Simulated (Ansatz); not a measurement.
SnEt3(NMe2) (C₈H₂₁NSn). Charge 0, multiplicity 1. Geometry r2SCAN-D4/def2-SVP.

| atom | x (Å) | y (Å) | z (Å) |
| --- | --- | --- | --- |
| Sn1 | -0.2235 | 0.1422 | 0.2207 |
| C2 | -2.2565 | -0.5714 | 0.4889 |
| C3 | -2.7708 | -1.2994 | -0.7508 |
| H4 | -2.8898 | 0.2969 | 0.7406 |
| H5 | -2.2709 | -1.2289 | 1.3750 |
| H6 | -3.7900 | -1.6969 | -0.6026 |
| H7 | -2.8072 | -0.6316 | -1.6280 |
| H8 | -2.1176 | -2.1449 | -1.0215 |
| C9 | 0.6005 | 1.0617 | 2.0224 |
| C10 | 1.9881 | 1.6601 | 1.8047 |
| H11 | 0.6188 | 0.2845 | 2.8057 |
| H12 | -0.1178 | 1.8286 | 2.3615 |
| H13 | 2.3884 | 2.1208 | 2.7249 |
| H14 | 2.7159 | 0.8969 | 1.4827 |
| H15 | 1.9796 | 2.4452 | 1.0300 |
| C16 | -0.0792 | 1.4855 | -1.4801 |
| C17 | -1.0622 | 2.6517 | -1.3925 |
| H18 | -0.2586 | 0.8776 | -2.3832 |
| H19 | 0.9599 | 1.8500 | -1.5476 |
| H20 | -0.9857 | 3.3216 | -2.2666 |
| H21 | -2.1079 | 2.3043 | -1.3441 |
| H22 | -0.8868 | 3.2720 | -0.4972 |
| N23 | 0.8228 | -1.5552 | -0.3331 |
| C24 | 2.0771 | -1.4227 | -1.0336 |
| C25 | 0.8025 | -2.6907 | 0.5561 |
| H26 | 2.9627 | -1.2982 | -0.3655 |
| H27 | 2.0568 | -0.5593 | -1.7195 |
| H28 | 2.2799 | -2.3220 | -1.6527 |
| H29 | -0.1828 | -2.7925 | 1.0423 |
| H30 | 0.9835 | -3.6332 | -0.0019 |
| H31 | 1.5710 | -2.6527 | 1.3649 |

In the def2 sets Sn takes a core potential, while STO-3G treats all electrons; there is no spin–orbit coupling.

Problem. Estimate the orbital energies around the gap (eV) in Ansatz with HF/STO-3G, PBE-D4/def2-TZVP, revPBE-D4/def2-TZVP, r2SCAN-D4/def2-TZVP, PBE0-D4/def2-TZVP.

Solution. 
| orbital | HF/STO-3G | PBE-D4/def2-TZVP | revPBE-D4/def2-TZVP | r2SCAN-D4/def2-TZVP | PBE0-D4/def2-TZVP |
| --- | --- | --- | --- | --- | --- |
| HOMO−9 | -12.65 | -8.83 | -8.78 | -9.16 | -10.28 |
| HOMO−8 | -12.35 | -8.73 | -8.69 | -9.05 | -10.17 |
| HOMO−7 | -12.28 | -8.45 | -8.40 | -8.77 | -9.89 |
| HOMO−6 | -12.16 | -8.30 | -8.27 | -8.63 | -9.74 |
| HOMO−5 | -12.08 | -8.23 | -8.21 | -8.56 | -9.67 |
| HOMO−4 | -11.94 | -8.12 | -8.10 | -8.44 | -9.55 |
| HOMO−3 | -9.46 | -6.90 | -6.84 | -7.15 | -8.17 |
| HOMO−2 | -8.58 | -6.09 | -6.03 | -6.31 | -7.24 |
| HOMO−1 | -8.54 | -6.06 | -6.01 | -6.28 | -7.22 |
| HOMO | -6.46 | -4.29 | -4.23 | -4.50 | -5.55 |
| LUMO | 10.28 | -0.44 | -0.31 | -0.02 | 0.40 |
| LUMO+1 | 10.72 | 0.05 | 0.21 | 0.45 | 0.86 |
| LUMO+2 | 11.79 | 0.22 | 0.34 | 0.75 | 0.98 |
| LUMO+3 | 12.53 | 0.38 | 0.51 | 0.91 | 1.17 |
| LUMO+4 | 17.06 | 0.60 | 0.69 | 1.17 | 1.51 |
| LUMO+5 | 17.26 | 1.08 | 1.16 | 1.72 | 1.91 |
